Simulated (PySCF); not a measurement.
PySCF input:

```python
from pyscf import gto, scf, dft

mol = gto.M(
    atom='''
    Li   -0.00000000   -0.00000000   -1.71462722
    Cl    0.00000000    0.00000000    0.30258127
    ''',
    basis='def2-tzvpd',
    charge=0,
    spin=0,
    verbose=4,
)

mf = scf.RHF(mol).density_fit(auxbasis='def2-universal-jkfit')
mf.conv_tol = 1e-9
mf.max_cycle = 100
mf.max_memory = 1500
mf.kernel()
if not mf.converged:
    mf = mf.newton()
    mf.kernel(mf.make_rdm1())
mf.analyze()
```

Q: Which total energy does the run end on?

A: -467.04191 Eh (HF/def2-TZVPD).
